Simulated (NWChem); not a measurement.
System: SiH₄S; SMILES [SiH3]S

The following NWChem deck was run.

```
start job
memory heap 200 mb stack 900 mb global 1100 mb
geometry units angstroms noautoz
  Si     0.003674     0.991361    -0.000256
  S      0.077870    -1.144350    -0.001017
  H     -0.679957     1.513732     1.210066
  H      1.421919     1.422657    -0.006134
  H     -0.690252     1.513781    -1.204674
  H     -1.256739    -1.300457     0.001458
end
basis spherical
  * library def2-tzvp
end
dft
  xc b3lyp
  iterations 150
  mulliken
end
task dft energy
```

All runs use the structure optimised with PBE0-D3(BJ)/def2-TZVP. B3LYP is NWChem's, with the RPA form of VWN correlation.

Q: Give the results of this calculation. (B3LYP/def2-TZVP.) Quantities: energy (Ha); highest occupied level (eV); orbital gap (eV); dipole (D).

A: 
```yaml
energy (Ha): -690.17
highest occupied level (eV): -7.26
orbital gap (eV): 7.12
dipole (D): 1.01
```
